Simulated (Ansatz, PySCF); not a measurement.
Reaction (SMILES): Br[SiH2]Br -> [SiH2]Br + Br atom (the Br-Si bond at the site shown breaks; other sites are not compared here)
Structures are relaxed separately at B3LYP-D3(BJ)/def2-TZVP in Ansatz (a quantum-chemistry and plane-wave program).

Wanted: bond dissociation energy (enthalpy at 298 K, with B3LYP-D3(BJ) rigid-rotor harmonic-oscillator terms from PySCF), in kcal/mol. Correlated levels leave the core frozen unless marked. Open shells are spin-unrestricted. No spin-orbit coupling. Frozen are the shells of the preceding noble gas and the d and f shells that filled before the atom's block. No relativistic terms. CBS(X,Y): correlation extrapolated as X^-3; Hartree-Fock from the larger set.

```
level                                 program  bond dissociation energy (kcal/mol)
------------------------------------  -------  -----------------------------------
r2SCAN/def2-TZVPD                      Ansatz                                    ?
SCS-MP2/def2-QZVPPD                    Ansatz                                 96.5
CCSD(T)/CBS(def2-TZVPPD,def2-QZVPPD)   Ansatz                                 96.3
```

**Question.** Fill in the missing entries.

**Answer.** 
- r2SCAN/def2-TZVPD, bond dissociation energy (kcal/mol): 93.3
